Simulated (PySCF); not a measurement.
C$_{3}$H$_{7}$O$_{3}$ (SMILES COC(=O)[OH+]C), charge +1, singlet, at a GFN2-xTB geometry. Base run: SVWN5/STO-3G (PySCF).

Input for PySCF:
```python
from pyscf import gto, scf, dft

mol = gto.Mole()
mol.atom = '''
    C     2.43694489    0.24599991   -0.30426020
    O     1.06787947   -0.08317539   -0.64892013
    C     0.16072946    0.05039659    0.22502077
    O     0.02269955    0.43192784    1.31309479
    O    -1.12461938   -0.52962628   -0.47798922
    C    -2.39987934   -0.12212054    0.07904401
    H     2.48704734    0.74439182    0.66264644
    H     3.00498991   -0.68377977   -0.28605786
    H     2.81161543    0.89415888   -1.09506298
    H    -1.09425565   -0.43677101   -1.45286690
    H    -2.29199082   -0.10407468    1.16376236
    H    -2.69757343    0.86286503   -0.27868014
    H    -3.13428009   -0.87545531   -0.20205209
'''
mol.basis = 'sto-3g'
mol.charge = 1
mol.verbose = 4
mol.build()

mf = dft.RKS(mol)
mf.xc = 'lda,vwn'
mf.kernel()
```

Variants of this job, named by their change:

| change | E (Eh) | HOMO (eV) | HOMO-LUMO gap (eV) | core-seconds (rough) | outcome |
|---|---|---|---|---|---|
| base | -336.68315 | -10.87 | 6.86 | 4 | converged |
| functional = bp86 | -339.41025 | -11.04 | 6.94 | 6 | converged |
| functional = x3lyp | -339.25432 | -12.27 | 9.22 | 6 | converged |
| functional = blyp; dispersion = d3bjm | -339.28100 | -10.82 | 6.90 | 6 | converged |
| functional = m06 | -339.13983 | -12.61 | 9.63 | 7 | converged |
| functional = bhandhlyp | -339.24717 | -13.94 | 12.33 | 6 | converged |
| functional = pbe | -339.02527 | -10.95 | 6.94 | 6 | converged |
| functional = wb97x | -339.36625 | -14.86 | 14.43 | 10 | converged |
| functional = scan | -339.31987 | -11.33 | 7.49 | 8 | converged |
| functional = b3lyp; dispersion = d3zero | -339.40098 | -12.23 | 9.03 | 5 | converged |
| functional = b97m_v | - | - | - | - | cut at the time limit |
| functional = mn15 | -337.64532 | -13.18 | 10.96 | 8 | converged |
| functional = tpssh | -339.48501 | -11.69 | 8.19 | 10 | converged |

Total energies compare only within one method and basis.
